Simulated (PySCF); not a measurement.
Numbering as in the mapped SMILES `[CH3:1][B:2]([CH3:3])[NH2:4]` (H(Xn): hydrogen on atom n).

Geometry: PBE0-D3(BJ)/def2-SVP; GIAO absolute shieldings from PySCF 2.14.0 with density-fitted response routines, gas phase, non-relativistic, averaged over equivalent atoms.

At PBE0/pcSseg-1 (108 basis functions, 6.7 s wall time on 1 thread of an x86-64 server CPU, shared host):
```
      atoms  σ (ppm)
      C1/C3    178.2
         B2     55.8
         N4    155.6
      H(N4)    27.74
H(C1)/H(C3)    31.00
```

Task: Predict the values at PBE/pcSseg-2 on the same geometry.

Result: 
```json
{"atoms": "C1/C3", "σ at PBE/pcSseg-2": "173.4", "change": "-4.8"}
{"atoms": "B2", "σ at PBE/pcSseg-2": "46.9", "change": "-8.9"}
{"atoms": "N4", "σ at PBE/pcSseg-2": "149.4", "change": "-6.2"}
{"atoms": "H(N4)", "σ at PBE/pcSseg-2": "27.58", "change": "-0.16"}
{"atoms": "H(C1)/H(C3)", "σ at PBE/pcSseg-2": "30.90", "change": "-0.10"}
```

The largest change is at B2 (boron bonded to 2 C, N). Cost: 256 basis functions, 28 s wall time on 1 thread of an x86-64 server CPU, shared host.

A carbon bonded to boron is broadened by the quadrupolar boron nucleus and is often missing from a measured spectrum.
